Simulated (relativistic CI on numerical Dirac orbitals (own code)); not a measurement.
# d3 in a ligand field

Computed with a parametric ligand-field model of a d^n configuration (Racah B and C, spin-orbit zeta, crystal field), exact diagonalisation.

Field parameters in Wybourne normalisation: Oh B⁴₀ = 21Dq, B⁴₄ = √(5/14) B⁴₀; Td as Oh with Dq negative (B⁴₀ = 21Dq, B⁴₄ = √(5/14) B⁴₀). The field is a parameter set, without covalency.

**Question.** Lowest levels for B = 500, C = 2470, ζ = 460 cm⁻¹, Oh, 10Dq = 21750 cm⁻¹?

**Answer.** Γ8 0 (S 1.50), Γ8 11286 (S 0.50), Γ8 11624 (S 0.50), Γ6 11732 (S 0.50), Γ8 17749 (S 0.51), Γ7 17909 (S 0.51), Γ7 21589 (S 1.50), Γ8 21713 (S 1.49), Γ8 21885 (S 1.50) cm⁻¹, with S from ⟨S²⟩ = S(S + 1). The ground level has 0.00 electrons in the cubic e pair.

**Question.** Lowest levels for B = 640, C = 2370, ζ = 1750 cm⁻¹, Oh, 10Dq = 26400 cm⁻¹?

**Answer.** Γ8 0 (S 1.49), Γ8 11769 (S 0.54), Γ8 12223 (S 0.51), Γ6 12863 (S 0.51), Γ7 19715 (S 0.55), Γ8 19718 (S 0.56), Γ7 26050 (S 1.48), Γ8 26523 (S 1.47), Γ8 27013 (S 1.48) cm⁻¹, with S from ⟨S²⟩ = S(S + 1). The ground level has 0.01 electrons in the cubic e pair.

**Question.** Lowest levels for B = 650, C = 3200, ζ = 440 cm⁻¹, Td, 10Dq = -6850 cm⁻¹?

**Answer.** Γ8 0 (S 1.50), Γ7 81 (S 1.50), Γ8 567 (S 1.50), Γ6 895 (S 1.50), Γ7 6216 (S 1.50), Γ8 6265 (S 1.49), Γ6 6512 (S 1.50), Γ8 6538 (S 1.49), Γ8 8058 (S 0.52) cm⁻¹, with S from ⟨S²⟩ = S(S + 1). The ground level has 1.92 electrons in the cubic e pair.

**Question.** Lowest levels for B = 790, C = 3120, ζ = 360 cm⁻¹, Oh, 10Dq = 24800 cm⁻¹?

**Answer.** Γ8 0 (S 1.50), Γ8 15288 (S 0.50), Γ8 15945 (S 0.50), Γ6 16040 (S 0.50), Γ8 23645 (S 0.56), Γ7 23834 (S 0.55), Γ7 24687 (S 1.48), Γ8 24798 (S 1.47), Γ8 24907 (S 1.50) cm⁻¹, with S from ⟨S²⟩ = S(S + 1). The ground level has 0.00 electrons in the cubic e pair.

**Question.** Lowest levels for B = 560, C = 2040, ζ = 590 cm⁻¹, Td, 10Dq = -8050 cm⁻¹?

**Answer.** Γ8 0 (S 1.45), Γ7 272 (S 1.50), Γ8 878 (S 1.49), Γ6 1319 (S 1.50), Γ8 2916 (S 0.61), Γ8 7472 (S 1.43), Γ7 7522 (S 1.46), Γ6 7914 (S 1.44), Γ8 8035 (S 1.48) cm⁻¹, with S from ⟨S²⟩ = S(S + 1). The ground level has 2.00 electrons in the cubic e pair.
